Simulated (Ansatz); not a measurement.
This geometry of C3H9FOSi (15 atoms, charge 0, multiplicity 1) is a first-order saddle point.

All numbers below come from RKS PBE0-D4/6-31G* (Ansatz 0.2.0).

```xyz
15
Properties=species:S:1:pos:R:3
C -0.951 -1.056 1.073
Si 0.415 0.002 0.366
C 1.605 -0.972 -0.702
F 1.264 0.627 1.600
C -0.341 1.432 -0.615
O -1.349 2.078 0.167
H -1.647 -0.431 1.642
H -1.516 -1.555 0.276
H -0.560 -1.831 1.741
H 2.088 -1.768 -0.125
H 1.087 -1.441 -1.546
H 2.395 -0.330 -1.107
H 0.424 2.173 -0.891
H -0.742 1.050 -1.567
H -2.194 1.970 -0.282
```

**Question.** Which two structures does it join? (They come from a converged band through this point; their orientation in space is the band's.)

**Answer.** No bond is made or broken. The dihedral H14–C5–O6–H15 goes from 65 to -65°.

Initial state:

```xyz
15
Properties=species:S:1:pos:R:3
C -0.983 -0.996 1.049
Si 0.402 0.043 0.337
C 1.592 -0.974 -0.687
F 1.228 0.679 1.581
C -0.322 1.460 -0.687
O -1.386 2.146 -0.033
H -1.637 -0.402 1.697
H -1.597 -1.439 0.255
H -0.585 -1.817 1.654
H 2.047 -1.769 -0.086
H 1.080 -1.447 -1.534
H 2.401 -0.355 -1.088
H 0.454 2.213 -0.864
H -0.626 1.104 -1.689
H -2.089 1.503 0.126
```

Final state:

```xyz
15
Properties=species:S:1:pos:R:3
C -0.939 -1.133 1.096
Si 0.382 -0.032 0.378
C 1.601 -0.955 -0.702
F 1.219 0.636 1.599
C -0.412 1.364 -0.620
O -1.522 1.855 0.116
H -1.656 -0.532 1.664
H -1.492 -1.644 0.298
H -0.519 -1.896 1.759
H 2.120 -1.732 -0.131
H 1.093 -1.442 -1.542
H 2.361 -0.282 -1.114
H 0.339 2.149 -0.810
H -0.715 0.975 -1.609
H -1.883 2.618 -0.354
```

**Question.** How far does it lie above each of them?

**Answer.** 0.055 eV above the first and 0.078 eV above the second. This is the barrier of this one path; another mechanism may lie lower.

Run time: 4 min on 2 threads of Intel(R) Xeon(R) Platinum 8259CL CPU @ 2.50GHz (Skylake/Cascade Lake), with other jobs on the host, peak memory 0.31 GiB.
